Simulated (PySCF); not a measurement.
`N[Si@H]([SiH3])/C=C/C=O`, C₃H₉NOSi₂

Molfile (atoms numbered from 1):
```
C3H9NOSi2
     RDKit          3D

 16 15  0  0  0  0  0  0  0  0999 V2000
   -0.6859    1.9019    0.3528 N   0  0  0  0  0  0  0  0  0  0  0  0
   -0.9243    0.4918   -0.6105 Si  0  0  2  0  0  4  0  0  0  0  0  0
   -2.4826   -0.8331    0.4668 Si  0  0  0  0  0  4  0  0  0  0  0  0
    0.7626   -0.3436   -0.6951 C   0  0  0  0  0  0  0  0  0  0  0  0
    1.7851   -0.1025    0.1294 C   0  0  0  0  0  0  0  0  0  0  0  0
    3.0631   -0.7936    0.0291 C   0  0  0  0  0  0  0  0  0  0  0  0
    4.0254   -0.5907    0.7285 O   0  0  0  0  0  0  0  0  0  0  0  0
   -1.4822    2.4258    0.6765 H   0  0  0  0  0  0  0  0  0  0  0  0
    0.0711    2.5317    0.1369 H   0  0  0  0  0  0  0  0  0  0  0  0
   -1.2489    0.7823   -2.0264 H   0  0  0  0  0  0  0  0  0  0  0  0
   -2.0860   -1.2314    1.8184 H   0  0  0  0  0  0  0  0  0  0  0  0
   -3.7722   -0.1435    0.5877 H   0  0  0  0  0  0  0  0  0  0  0  0
   -2.7384   -2.0653   -0.2835 H   0  0  0  0  0  0  0  0  0  0  0  0
    0.9027   -1.1069   -1.4527 H   0  0  0  0  0  0  0  0  0  0  0  0
    1.7044    0.6387    0.9120 H   0  0  0  0  0  0  0  0  0  0  0  0
    3.0984   -1.5525   -0.7812 H   0  0  0  0  0  0  0  0  0  0  0  0
  1  2  1  0
  2  3  1  0
  2  4  1  0
  4  5  2  0
  5  6  1  0
  6  7  2  0
  1  8  1  0
  1  9  1  0
  2 10  1  6
  3 11  1  0
  3 12  1  0
  3 13  1  0
  4 14  1  0
  5 15  1  0
  6 16  1  0
M  END
```

Level of theory: GIAO HF/pcSseg-1 magnetisability, rotational g tensor and spin-rotation constants, non-relativistic, gas phase (PySCF). Geometry: GFN2-xTB.

Problem. Give the nuclear spin-rotation constants along the inertial axes (H = +C I·J) beside the isotropic shieldings.

Solution. Rotational constants 3.2744, 0.7153, 0.6511 GHz. A star marks the isotopologue with that one atom substituted, in its own axes.
```tsv
atom	isotope	Caa (kHz)	Cbb (kHz)	Ccc (kHz)	mean (kHz)	σ (ppm)
N1	14N	0.039	0.020	0.024	0.028	267.4
H8	1H	-0.178	-0.063	-0.068	-0.103	31.6
H9	1H	-0.237	-0.033	-0.082	-0.117	31.5
H10	1H	-0.239	-0.055	0.011	-0.094	27.2
H11	1H	-0.289	-0.056	0.000	-0.115	28.9
H12	1H	0.045	-0.059	-0.064	-0.026	28.9
H13	1H	-0.318	-0.013	-0.035	-0.122	29.0
H14	1H	-0.273	-0.038	0.016	-0.098	25.1
H15	1H	-0.324	-0.029	0.022	-0.110	25.0
H16	1H	-0.248	-0.021	0.026	-0.081	22.8
Si2	29Si*	-1.875	-0.359	-0.354	-0.863	426.4
Si3	29Si*	-1.492	-0.331	-0.298	-0.707	491.5
C4	13C*	1.379	0.180	0.246	0.602	31.9
C5	13C*	1.262	0.193	0.230	0.562	41.1
C6	13C*	1.470	0.241	0.269	0.660	-3.7
O7	17O*	-3.267	-0.172	-0.387	-1.275	-351.6
```
For the geometry as given, no vibrational averaging.

Problem. How do the rotational constants and the g tensor change when H8, H9, H10, H11, H12, H13, H14, H15, H16 are replaced by deuterium?

Solution. Constants 2.6654, 0.6613, 0.5992 GHz; g -0.0477, -0.0133, -0.0126, against -0.0586, -0.0139, -0.0139 before.
